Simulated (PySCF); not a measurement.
Nonlinear optical response: 2-ethyl-3-methylbut-1-ene (C=C(CC)C(C)C, C$_{7}$H$_{14}$)

Geometry:
```tsv
atom	x (Å)	y (Å)	z (Å)
C1	0.250	-1.125	-1.289
C2	0.230	-0.323	-0.219
C3	1.468	0.293	0.375
C4	2.785	-0.017	-0.310
C5	-1.069	0.049	0.482
C6	-1.841	-1.177	0.963
C7	-1.937	0.947	-0.399
H8	1.177	-1.386	-1.803
H9	-0.670	-1.555	-1.696
H10	1.312	1.388	0.412
H11	1.516	-0.012	1.437
H12	2.785	0.325	-1.356
H13	3.620	0.482	0.204
H14	2.993	-1.098	-0.312
H15	-0.794	0.636	1.376
H16	-1.218	-1.812	1.612
H17	-2.737	-0.881	1.531
H18	-2.173	-1.795	0.115
H19	-2.838	1.280	0.140
H20	-2.262	0.411	-1.305
H21	-1.385	1.843	-0.724
```

Level of theory: quadratic response CAM-B3LYP/aug-cc-pVDZ first hyperpolarisability, Taylor convention, gas phase (PySCF). Geometry: PBE0-D3(BJ)/def2-SVP.

What is the first hyperpolarisability, and how does it disperse?

In au, Taylor convention; the vector part is βᵢ = ⅓ Σⱼ (βᵢⱼⱼ + βⱼᵢⱼ + βⱼⱼᵢ); β∥ is 3/5 of the vector part along the dipole, the dipole points from − to +:
| process | λ (nm) | β vector norm | β∥ | β HRS | depolarisation ratio |
| --- | --- | --- | --- | --- | --- |
| static β(0;0,0) | ∞ | 72.5 | 39.5 | 29.6 | 5.25 |
| second harmonic β(−2ω;ω,ω) | 1907 | 77.2 | 42.3 | 31.6 | 5.14 |
| Pockels β(−ω;ω,0) | 1907 | 74.0 | 40.4 | – | – |
| second harmonic β(−2ω;ω,ω) | 1064 | 89.2 | 49.5 | 36.8 | 4.88 |
| Pockels β(−ω;ω,0) | 1064 | 77.5 | 42.5 | – | – |

Which lowest excitations, dipole and polarisabilities go with it?

S1 6.22 eV (f = 0.020); S2 6.64 eV (f = 0.159); S3 6.72 eV (f = 0.013); dipole 0.64 D; isotropic α 88.1 au static, 88.3 au at 1907 nm, 88.8 au at 1064 nm, 88.9 au at 953.5 nm, 91.0 au at 532 nm.
